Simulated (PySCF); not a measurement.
Compound: 3,4-difluorobenzonitrile, C₇H₃F₂N.
Geometry (GFN2-xTB, Å), atoms numbered from 1 in this order:
```
atom  x, y, z in Å
N1     3.6437    0.0708   -0.1072
C2     2.4991    0.0526   -0.0730
C3     1.0835    0.0338   -0.0324
C4     0.3684    1.2300   -0.0905
C5    -1.0123    1.2095   -0.0520
C6    -1.6779   -0.0017    0.0430
F7    -3.0158   -0.0177    0.0777
C8    -0.9641   -1.1964    0.1018
F9    -1.6134   -2.3644    0.1944
C10    0.4160   -1.1865    0.0663
H11    0.8973    2.1672   -0.1663
H12   -1.5876    2.1207   -0.0937
H13    0.9588   -2.1175    0.1142
```

Computed at PBE0/pcSseg-1 (PySCF, non-relativistic), with Q(14N) = 0.02044 b: N1, 14N (I = 1): χzz = -4.702 MHz, η = 0.106.

Find the zero-field quadrupole resonance frequencies of 14N at N1.

From ν± = (3/4)|χ|(1 ± η/3) and ν0 = |χ|η/2: ν+ 3.651 MHz, ν− 3.402 MHz, ν0 0.249 MHz (nitrile nitrogen).

In a crystal, neighbours and librations shift these lines. Isolated species at its GFN2-xTB geometry, gas phase. GFN2-xTB bond lengths can be off by several hundredths of an ångström, more for odd bonds, and the gradients follow them. A larger basis could move these couplings by a tenth or more.

These values come from a run that also computed NMR shieldings. The run took 31 s of wall time (with the writing of density and orbital grids) on Arm Neoverse V1, one thread, no GPU, on a shared host, and the process peaked at 0.83 GiB of memory.
